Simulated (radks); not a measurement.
The numbers below are computed, except where a source is named.
All-electron atom: Pt0.7+ in [Xe] 4f14 5d(up 5, down 3.3) 6s1 (fractional occupations, a model configuration). Level of theory: scalar-relativistic Kohn-Sham, PBEsol, spin-polarised, spherical densities, point nucleus; open shells are filled with parallel spins first (spin-orbit coupling, left out, can overturn this in heavy ions) (a radial shooting solver on a logarithmic mesh with Libxc functionals).

Unscreened Slater integrals over Kohn-Sham orbitals (eV). They are taken over the spin-up orbitals.

F0(6s,6s): 9.2049
F0(6s,5d): 10.827
G2(6s,5d): 2.7803
F0(6s,5p): 11.487
G1(6s,5p): 0.82124
F0(6s,4f): 12.113
G3(6s,4f): 0.31134
F0(5d,5d): 15.221
F2(5d,5d): 7.7480
F4(5d,5d): 5.0773
F0(5d,5p): 17.749
F2(5d,5p): 8.5330
G1(5d,5p): 10.122
G3(5d,5p): 6.2324
F0(5d,4f): 20.005
F2(5d,4f): 4.4414
F4(5d,4f): 2.0369
G1(5d,4f): 1.4404
G3(5d,4f): 1.3456
G5(5d,4f): 1.0734
F0(5p,5p): 22.195
F2(5p,5p): 11.943
F0(5p,4f): 27.374
F2(5p,4f): 8.4978
G2(5p,4f): 3.2897
G4(5p,4f): 2.7658
F0(4f,4f): 48.260
F2(4f,4f): 23.859
F4(4f,4f): 15.169
F6(4f,4f): 10.971

Derived for the open shells (J is the average intra-shell exchange parameter used in DFT+U). 5d: Racah B = F2/49 - 5 F4/441 = 0.1006 eV, C = 35 F4/441 = 0.4030 eV, C/B = 4.01, F4/F2 = 0.655, J = (F2 + F4)/14 = 0.9161 eV.
